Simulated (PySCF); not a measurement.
C4H8OPSi (doublet state).
Z-matrix (Å and degrees, GFN2-xTB geometry), rows numbered from 1:
```
O 
C   1  1.1972
C   2  1.5023  1  126.00
C   3  1.5157  2  112.29  1    19.51
C   4  1.2966  3  124.96  2   131.87
Si  5  1.8253  4  148.92  3    -0.63
P   6  2.2792  5  108.36  4   -14.80
H   2  1.1088  1  121.18  3  -179.26
H   3  1.0932  2  110.36  1   143.62
H   3  1.0957  2  106.80  1   -99.63
H   4  1.0866  3  113.10  2   -46.73
H   6  1.4641  5  112.32  4   101.56
H   6  1.4671  5  109.31  4  -134.02
H   7  1.3827  6   94.91  5  -156.28
H   7  1.3838  6   94.55  5   -63.86
```

The hyperfine couplings belong to this conformer and change with its torsions.

As a line formula: `O=CC/C=[C]\[SiH2]P` [radical].

Computed with PySCF, UKS B3LYP, pcH-1 on C H O P Si, non-relativistic, mean-field spin-orbit, GIAO. The structure is a single GFN2-xTB conformer in the gas phase; no vibrational or solvent corrections. A GFN2-xTB geometry isn't a minimum of the functional, and hyperfine couplings can be far from their values at a DFT geometry. No stability test was run, so a lower SCF solution isn't excluded.

Question: Match the computed a_iso(13C) values +178.4, +75.0, -33.4, -3.8 MHz with the sites C2; C3; C4; C5.

Answer: 
| site | a_iso (MHz) | ρ(0) (bohr⁻³) | position | distance from C5 (Å) | spin population | largest \|T\| (MHz) |
| --- | --- | --- | --- | --- | --- | --- |
| C2 | -3.8 | -0.0034 | 3 bonds from C5 | 3.61 | 0.00 | 1.5 |
| C3 | +75.0 | +0.0667 | 2 bonds from C5 | 2.50 | +0.07 | 15.3 |
| C4 | -33.4 | -0.0297 | 1 bond from C5 | 1.30 | -0.17 | 16.0 |
| C5 | +178.4 | +0.1588 | largest spin population | 0.00 | +0.96 | 134.9 |

ρ(0) is the spin density at the nucleus and T the dipolar tensor; a_iso includes a spin–orbit part; entries for several nuclei are means. The largest Mulliken spin populations are on C5 (+0.96), C4 (-0.17), P7 (+0.07) and C3 (+0.07). C5 is the only atom above +0.15. The positive populations add up to 1.19 and the negative ones to -0.19, together 2S = 1.

Examples of negative spin density at the nucleus (bohr⁻³): C4 (-0.0297), C2 (-0.0034) and H9/H10 (-0.0020).

Means are taken over nuclei equivalent by connectivity, which assumes that they swap fast. The 1H value of +10.7 MHz is a mean of couplings from 1.4 to 19.9 MHz in this one geometry, not an average over conformers. The 1H value of +4.9 MHz is a mean of couplings from -2.4 to 12.3 MHz in this one geometry, not an average over conformers.
